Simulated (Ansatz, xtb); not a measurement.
Worked example: SiH2(SiH3)Br + CH2ClI → SiH2(SiH3)Cl + CH2BrI

Species: SiH2(SiH3)Br, singlet; CH2ClI `ClCI`, singlet; SiH2(SiH3)Cl, singlet; CH2BrI `BrCI`, singlet. The partners trade Br for Cl: Si–Br and C–Cl bonds give way to Si–Cl and C–Br.

Shapes, held fixed at every level: PBE0-D4/def2-TZVP. Programs: Ansatz 0.2.0, xtb 6.7.1. The zero-point and thermal change to 298 K, harmonic and unscaled (PBE0-D4/def2-TZVP), is -0.4 kJ/mol.

At CCSD(T)/def2-TZVPP; 1 Eh = 2625.50 kJ/mol:

| species | energy (Eh) |
| --- | --- |
| SiH2(SiH3)Br | -3153.851061 |
| CH2ClI | -796.094860 |
| SiH2(SiH3)Cl | -1040.873422 |
| CH2BrI | -2909.076229 |

**Question.** Work out ΔH(298 K) of the reaction at this level.

**Answer.** 
1. Products less reactants: (-1040.873422) + (-2909.076229) − [(-3153.851061) + (-796.094860)] = -0.003730 Eh = -9.8 kJ/mol.
2. With the thermal change: -9.8 + (-0.4) = -10.2 kJ/mol.

Other levels give -10.1 (CCSD/def2-TZVPP) to -4.0 kJ/mol (SPW92/def2-TZVPP). No measured value is set beside it here. For atoms past krypton def2 sets carry core potentials with scalar relativity. Relativity is left out for Br unless named. Correlated rows may include outer-core shells of Br, I, which these sets cover unevenly.
